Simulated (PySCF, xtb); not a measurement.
Sn(F)(Cl)2(OH) (Cl₂FHOSn), SMILES [OH][Sn]([F])([Cl])[Cl]. One conformer was computed; it need not be the lowest.

Harmonic wavenumbers (cm⁻¹) from GFN2-xTB (xtb) at its own minimum, in rising order: 84, 91, 100, 119, 135, 161, 275, 357, 391, 468, 823, 3577.

Problem. What does PBE-D3(BJ)/def2-SVP (PySCF) give at its own minimum? (Estimate from the structure and the level; the computed values follow.)

Solution. 44, 100, 131, 147, 151, 162, 362, 392, 608, 622, 891, 3672. Paired by order, the mean absolute difference is 65 cm⁻¹ and the zero-point energies are 9.4 and 10.4 kcal/mol.
